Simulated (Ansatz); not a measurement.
Geometry optimisation, Ansatz, RKS BLYP-D4/def2-SVP.

The input (input.yaml):

```yaml
crystal:
  periodic: [false, false, false]
  atoms:
    - { symbol: Ge, position_ang: [-0.139042, 0.12625, -0.017918] }
    - { symbol: O, position_ang: [-0.080816, 0.163546, 1.762697] }
    - { symbol: H, position_ang: [-0.93498, -0.12108, 2.147679] }
    - { symbol: Cl, position_ang: [1.902266, 0.289198, -0.707332] }
    - { symbol: Cl, position_ang: [-1.194703, 1.91335, -0.688284] }
    - { symbol: Cl, position_ang: [-1.234808, -1.566708, -0.814956] }
    - { symbol: F, position_ang: [1.190855, -2.152653, 1.150721] }
    - { symbol: H, position_ang: [1.304829, -1.546504, 1.850693] }
basis:
  gaussian: { orbitals: def2-SVP }
hamiltonian:
  xc: blyp
  dispersion: d4
relax:
  f_tol: 0.03
  max_steps: 50
```

Command:

```bash
$ ansatz run input.yaml --threads 4 --pin off --max-ram 5120MiB --backend cpu --events-out ev --progress --plain --runs-dir out
```

Problem. Where does it end, and by what steps?

Solution. It converged. After 10 steps the energy has fallen by 0.151 eV; H8 moved furthest, 0.41 Å.

| step | energy less start (eV) | largest force component (eV/Å) | accepted |
| --- | --- | --- | --- |
| 0 | 0.0000 | 0.482 | yes |
| 1 | -0.0042 | 2.013 | yes |
| 2 | -0.0690 | 1.408 | yes |
| 3 | 0.0137 | 1.817 | no |
| 4 | -0.1365 | 0.217 | yes |
| 5 | -0.1431 | 0.094 | yes |
| 6 | -0.1458 | 0.176 | yes |
| 7 | -0.1468 | 0.156 | yes |
| 8 | -0.1506 | 0.035 | yes |
| 9 | -0.1502 | 0.245 | no |
| 10 | -0.1511 | 0.026 | yes |

```xyz
8
Properties=species:S:1:pos:R:3
Ge -0.104 0.104 -0.093
O 0.039 -0.042 1.707
H -0.810 0.168 2.150
Cl 1.883 0.358 -0.867
Cl -1.305 1.880 -0.458
Cl -1.124 -1.587 -0.966
F 1.340 -2.249 1.388
H 0.896 -1.527 1.822
```

Whether the end is a true minimum wasn't checked by a vibrational analysis.

Time of the run: 6.5 s on 4 threads of AMD EPYC 9R45 96-Core Processor (Zen 5) (shared host), peak memory 0.21 GiB.
